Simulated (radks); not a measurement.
Species: Os. Configuration: [Xe] 4f14 5d6 6s2 (the NIST ground configuration). Method: scalar-relativistic Kohn-Sham, PBE, spin-unpolarised, spherical densities, point nucleus; computed with a radial shooting solver on a logarithmic mesh with Libxc functionals.

Local quantities along the radius. ELF = 1/(1 + alpha^2) is the electron localisation function; alpha = (tau - tau_W)/tau_unif compares the Pauli kinetic energy density with that of the uniform gas. tau is taken from the large components.

r (bohr)    ELF    alpha
0.00107   0.999  0.02330
0.001256  0.999  0.02426
0.001473  0.999  0.02550
0.001729  0.999  0.02710
0.002029  0.999  0.02917
0.0024    0.999  0.03201
0.002817  0.999  0.03557
0.003305  0.998  0.04028
0.003879  0.998  0.04660
0.004552  0.997  0.05523
0.005342  0.995  0.06731
0.006268  0.993  0.08462
0.007356  0.988   0.1102
0.008633  0.978   0.1490
0.01013   0.958   0.2098
0.01189   0.914   0.3068
0.01395   0.824   0.4619
0.01637   0.672   0.6990
0.01921   0.492    1.015
0.02255   0.366    1.317
0.02646   0.332    1.417
0.0313    0.399    1.226
0.03673   0.536   0.9309
0.0431    0.669   0.7032
0.05058   0.738   0.5965
0.05936   0.724   0.6169
0.06965   0.616   0.7898
0.08174   0.443    1.121
0.09592   0.346    1.374
0.1126    0.409    1.203
0.1321    0.581   0.8493
0.155     0.706   0.6458
0.1819    0.702   0.6520
0.2135    0.529   0.9441
0.2505    0.302    1.520
0.294     0.308    1.500
0.345     0.531   0.9391
0.4081    0.697   0.6589
0.4789    0.701   0.6529
0.562     0.587   0.8381
0.6595    0.413    1.193
0.774     0.334    1.413
0.9083    0.417    1.182
1.066     0.555   0.8948
1.251     0.591   0.8324
1.468     0.509   0.9814
1.723     0.389    1.252
2.021     0.322    1.450
2.372     0.327    1.433
2.784     0.370    1.305
3.267     0.400    1.224
3.834     0.383    1.270
4.499     0.310    1.493
5.322     0.193    2.047
6.245     0.087    3.234
7.329     0.026    6.124
8.6       0.005    14.28
10.09     0.001    41.97

On this mesh the ELF has minima near r = 0.026, 0.096, 0.25, 0.77, 2.0 bohr, which separate the shells, and maxima near 0.051 (0.74), 0.16 (0.71), 0.48 (0.70), 1.3 (0.59), 3.3 (0.40).

Self-consistent cycle (total energy in hartree, residual of the potential): 1: -17247.46548, 8e+00; 2: -17253.08693, 3e+00; 3: -17253.87075, 9e-01; 4: -17253.81916, 5e-01; 5: -17253.85071, 4e-02; 6: -17253.85333, 2e-02; 7: -17253.85357, 1e-02; 8: -17253.85361, 4e-04; 9: -17253.85361, 2e-04; 10: -17253.85361, 1e-05; 11: -17253.85361, 7e-06; 12: -17253.85361, 2e-06; 13: -17253.85361, 1e-08.
